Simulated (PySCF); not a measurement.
**Computed properties of C₅H₅FO, SMILES C#C[C@@]1(F)CCO1**

C5H5FO, SMILES C#C[C@@]1(F)CCO1. Geometry: ωB97X-D3(BJ)/def2-SVP. The structure was generated by enumeration; whether it is a known compound was not checked. The values are those of a single conformer. All values are computed for the isolated molecule unless a solvent is named; none is compared with measurement here.

**Structure.** All 30 harmonic modes at ωB97X-D3(BJ)/def2-SVP (PySCF) are real, so it is a minimum. With heavy atoms numbered as in [CH:1]#[C:2][C@@:3]1([F:4])[CH2:5][CH2:6][O:7]1, the shortest bond between them is C1–C2 at 1.207 Å and the longest C3–C5 at 1.538 Å.

**Vibrations.** The strongest infrared lines (harmonic, unscaled, degenerate partners summed) lie at 1149 cm⁻¹ (132 km/mol, C 67 %, O 19 %, H 14 %), 1314 cm⁻¹ (129 km/mol, C 71 %, H 28 %), 1073 cm⁻¹ (121 km/mol, O 48 %, C 44 %). The softest mode is at 80 cm⁻¹ and the zero-point energy is 56.3 kcal/mol.

**Electronic structure.** ωB97X/def2-TZVP (PySCF) places the frontier levels at -10.59 and 2.41 eV, a gap of 13.00 eV, and gives a dipole moment of 2.84 D and a mean polarisability of 57.3 bohr³. PBE/def2-TZVP (PySCF) at the same geometry gives -6.67 and -0.84 eV, so its gap is 7.17 eV narrower. An orbital gap is neither the optical nor the fundamental gap.

**Excitations.** TDDFT-B3LYP/def2-SVPD (PySCF) has S1 at 6.34 eV (196 nm, f = 0.000, dark); the most intense of the 10 singlets computed lies at 8.10 eV (f = 0.12). T1 (TDA) is at 5.22 eV. TDDFT-PBE/def2-SVPD (PySCF) puts S1 at 5.94 eV. No vertical singlet excitation falls in the visible range (under 3.1 eV).

**NMR.** GIAO shifts at B3LYP/pcSseg-1 (PySCF) (non-relativistic, atoms alike by connectivity averaged): ¹³C from 42.6 to 115.0 ppm against TMS; ¹H from 2.8 to 4.8 ppm against TMS; ¹⁹F at -99.0 ppm against CFCl3.

**Solvation.** SMD-PBE0/def2-SVP (PySCF) gives -3.5 kcal/mol in water, -4.0 kcal/mol in toluene, -6.3 kcal/mol in dichloromethane (1 M in both phases, gas-phase geometry); of these solvents dichloromethane holds the molecule best.
